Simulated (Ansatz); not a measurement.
Start from `BrC1BO1` and change one atom or group to get `[SeH]C1BO1`.

Ansatz, PBE0-D4/def2-TZVP geometries, multiplicity 1. Each molecule was computed in one conformer, which needn't be the lowest.

Scalar relativity is left out up to krypton.

```tsv
property	`BrC1BO1`
LUMO energy (PBE0/def2-TZVPP) / eV	-1.14
size of the dipole moment (PBE/def2-TZVPP) / D	1.61
HOMO–LUMO gap (B3LYP/def2-TZVPP) / eV	6.16
zero-point energy (PBE0-D4/def2-TZVP) / kJ/mol	86.5
size of the dipole moment (B3LYP/def2-TZVPP) / D	1.77
HOMO–LUMO gap (PBE/def2-TZVPP) / eV	4.34
```

Give the same properties after the change, and the shifts. (Estimate.)

Ansatz gave: 
```
                                        property  `[SeH]C1BO1`  shift
              LUMO energy (PBE0/def2-TZVPP) / eV         -0.85   0.29
  size of the dipole moment (PBE/def2-TZVPP) / D          1.34  -0.27
           HOMO–LUMO gap (B3LYP/def2-TZVPP) / eV          5.65  -0.51
  zero-point energy (PBE0-D4/def2-TZVP) / kJ/mol         106.3   19.8
size of the dipole moment (B3LYP/def2-TZVPP) / D          1.52  -0.25
             HOMO–LUMO gap (PBE/def2-TZVPP) / eV          4.00  -0.34
```

With PBE0 the HOMO rises by 0.81 eV and the LUMO rises by 0.29 eV, so the gap narrows by about 0.52 eV. PBE moves the HOMO by 0.67 eV and ωB97M-V by 0.86 eV. The zero-point energy changes by 19.8 kJ/mol with +3 modes. Dipoles are sizes alone; their direction can turn.

B3LYP here is the variant with VWN-RPA as its local correlation; programs differ in this.

Spin–orbit coupling is left out; it splits and shifts lone-pair levels of the heavy atoms by tenths of an eV.
